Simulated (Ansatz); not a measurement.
Reaction (atomization): `B[CH2][GeH2][Cl]` → B• + C• + Cl• + Ge• + 6 H•

Calculated with Ansatz (gas phase, PBE0-D4/def2-TZVP geometries, no zero-point term in ΔE). CCSD(T)/CBS is the MP2 limit (def2-TZVPP, def2-QZVPP) plus CCSD(T) − MP2 in def2-TZVPP, frozen cores. This one scheme is used for every species, atoms too. Functionals use def2-TZVPP. No spin–orbit coupling; open shells (•) take unrestricted orbitals. Spin–orbit coupling would lower the free atoms: a little for B, C, Cl; clearly for Ge. For Ge outer-core shells are correlated without core-valence functions, so the limit isn't a true one: a few kJ/mol of doubt a bond, and 10 to 20 or more in all where bonds break to atoms. Scalar relativity is left out up to krypton. One conformer a species, not always the lowest.

CCSD(T)/CBS gives +784.3 kcal/mol.

Q: Another level gave +765.9 kcal/mol. Which?
A. BHLYP-D4/def2-TZVPP
B. BHLYP/def2-TZVPP
C. PBE/def2-TZVPP
D. MP2/def2-TZVPP

A: B. BHLYP 765.9, PBE 784.0, BHLYP-D4 772.2, MP2/def2-TZVPP 775.6 kcal/mol.

Largest T1 diagnostic among the species: 0.014.

At CCSD(T), def2-SVP lies −40.8 kcal/mol from the extrapolated value and def2-TZVPP −14.7 kcal/mol: correlation converges slowly with the basis, and small sets miss more of it in the bonded molecule than in its fragments. From r2SCAN to r2SCAN0 (25 % exact exchange), in def2-TZVPP and without D4, ΔE moves by −6.3 kcal/mol: exact exchange takes away binding that semilocal exchange gives to molecules. In def2-TZVPP, CCSD(T) changes the Hartree–Fock value by +166.4 kcal/mol (the triples alone add +8.9 kcal/mol) and MP2 by +172.3 kcal/mol; breaking electron pairs costs correlation energy, which Hartree–Fock lacks.

For atomizations the MP2-based limit and the directly extrapolated one differ by several kJ/mol either way, and by 10 to 25 for some Ge, Se and Sn compounds, so smaller differences from it don't rank the levels.
